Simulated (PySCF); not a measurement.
Compound: (OH)3Zr-O-SiH3 (singlet state).
Cartesian coordinates in Å at the PBE0-D3(BJ)/def2-SVP level; atoms count from 1:
```xyz
12
H6O4SiZr angstrom
Zr    -1.0434    0.2260   -0.1553
O     -1.1042    1.8648   -1.1571
O     -1.9722   -1.1601   -1.1108
O     -1.8317    0.4838    1.5791
O      0.8319   -0.2939    0.0815
Si     2.4307   -0.6001    0.3489
H     -1.2160    2.6744   -1.6508
H     -2.4865   -1.8149   -1.5777
H     -2.3119    0.6278    2.3916
H      2.9818    0.3395    1.3748
H      2.6215   -2.0000    0.8403
H      3.2154   -0.4301   -0.9135
```

Computed, not measured: TDDFT wB97X-D/def2-SVPD, vertical, gas phase, core orbitals frozen in the response, def2 core potentials past Kr (PySCF). Spin–orbit coupling is left out.

Ground-to-excited transition dipoles (e·a0, same axes as the geometry; the sign carries no meaning), for the states with f of 0.002 or more among the lowest 10:

```csv
state,E (eV),μx,μy,μz
S5,7.790,0.012,0.030,-0.074
S6,7.793,0.022,0.086,0.073
S7,7.963,-0.060,-0.267,-0.026
S8,7.965,0.049,0.124,-0.013
S9,7.973,-0.062,0.021,0.447
S10,7.978,-0.103,-0.326,0.008
```

(1) Work out the oscillator strengths.

(2) Which bond between heavy atoms lies closest to the direction of the S7 transition dipole?

(3) What peak molar absorption coefficient would the strongest computed level give as a lone Gaussian band 0.4 eV wide at half height?

## Answers

(1) f = (2/3) ΔE |μ|² with ΔE in hartree (27.2114 eV).

```json
{"state": "S5", "|μ|² (au)": "0.006", "|μ| (D)": "0.20", "f": "0.001"}
{"state": "S6", "|μ|² (au)": "0.013", "|μ| (D)": "0.29", "f": "0.003"}
{"state": "S7", "|μ|² (au)": "0.075", "|μ| (D)": "0.70", "f": "0.015"}
{"state": "S8", "|μ|² (au)": "0.018", "|μ| (D)": "0.34", "f": "0.003"}
{"state": "S9", "|μ|² (au)": "0.204", "|μ| (D)": "1.15", "f": "0.040"}
{"state": "S10", "|μ|² (au)": "0.117", "|μ| (D)": "0.87", "f": "0.023"}
```

(2) Zr1–O3, at 32° from it; next Zr1–O2 at 39°.

(3) ε(max) = 2.175×10⁸ f / FWHM, with the width in cm⁻¹. S9/S10 (f summed): 2.175×10⁸ × 0.0627 / 3226 ≈ 4200 L mol⁻¹ cm⁻¹.

S5/S6 and S9/S10 coincide within about 0.01 eV; within a degenerate level the directions of the single components are arbitrary.

All these states lie below the vertical ionisation energy of 11.09 eV (ΔSCF).
